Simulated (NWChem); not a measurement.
Molecule: C$_{5}$H$_{4}$; SMILES C#CC=C=C

Computed with NWChem. Geometry: optimised at B3LYP/6-31G* (spherical d). B3LYP is NWChem's, with the RPA form of VWN correlation. Level: B3LYP/def2-SVP with COSMO at NWChem's default radii, gas-phase geometry; the question gives the dielectric constant.

What does the run give for dielectric constant 11.7? Quantities: electrostatic solvation energy (kcal/mol); dipole in solution (D).


```json
{
 "electrostatic solvation energy (kcal/mol)": "-3.4",
 "dipole in solution (D)": "1.04"
}
```
